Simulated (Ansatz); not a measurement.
The cluster Cu₂H₂. Charge 0, multiplicity 1. Geometry relaxed at PBE0-D4/def2-TZVP.

```xyz
4

Cu    0.1001   -0.6039   -0.1124
Cu   -0.2773    1.7316    0.2284
H     0.3609   -1.5779   -1.2552
H    -0.1837    0.4502    1.1392
```

The structure comes from a short search, and lower isomers may exist.

(1) Estimate the harmonic wavenumbers at RKS PBE0-D4/def2-TZVP (Ansatz, unscaled). Is this a minimum?

## Answers

(1) 171, 364, 566, 1135, 1526, 1821 cm⁻¹. Yes, no mode is imaginary beyond noise. Zero-point energy 33.4 kJ/mol. Hardware: 4 threads of Arm Neoverse V1 on a shared host. Wall time 27 s.
